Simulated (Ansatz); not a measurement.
`CN(C)BS` → `BS` + `C=NC` at 600 K and 1 bar (β-hydride elimination).

Calculated with Ansatz (gas phase, PBE0-D4/def2-TZVP geometries, no zero-point term in ΔE). CCSD(T)/CBS is the MP2 limit (def2-TZVPP, def2-QZVPP) plus CCSD(T) − MP2 in def2-TZVPP, frozen cores. This one scheme is used for every species. One conformer a species, not always the lowest.

| species | CCSD(T)/CBS energy (Eh) | H − E (kJ/mol) | S (J/(mol·K)) |
| --- | --- | --- | --- |
| `CN(C)BS` | -558.24903 | 343.0 | 444.6 |
| `BS` | -424.38198 | 108.7 | 286.1 |
| `C=NC` | -133.77870 | 215.0 | 312.3 |

H − E and S are ideal-gas, rigid-rotor, harmonic terms from PBE0-D4/def2-TZVP, for one conformer and one mirror image of each species. 1 Eh = 2625.50 kJ/mol, R = 8.31446 J/(mol·K).

Question: By hand: ΔE, ΔH, ΔS and ΔG.

Answer: ΔE = (-424.38198) + (-133.77870) − (-558.24903) = 0.08835 Eh = 232.0 kJ/mol. Δ(H − E) = 108.7 + 215.0 − 343.0 = -19.3, so ΔH = 212.7 kJ/mol. ΔS = 286.1 + 312.3 − 444.6 = 153.8 J/(mol·K). ΔG = 212.7 − 600 × (153.8)/1000 = 120.4 kJ/mol.

Question: By hand: the equilibrium constant, and the temperature at which ΔG would vanish if ΔH and ΔS stayed fixed.

Answer: log₁₀ K = −ΔG/(RT ln 10) = -10.5. ΔG = 0 at ΔH/ΔS = 1383 K.

The number of gas molecules changes by +1, which sets the sign of ΔS. A doubt of 5 kJ/mol in ΔE shifts log₁₀ K by 0.4 here. Other conformers and mirror images would add mixing entropy, several J/(mol·K) or more a flexible species. Modes under 60 cm⁻¹, often nearly free rotors, make the harmonic entropy too high. These are equilibria of isolated gas molecules and say nothing of rates. Largest T1 diagnostic: 0.015 (customary marks: 0.02 for closed shells, 0.045 for open ones).
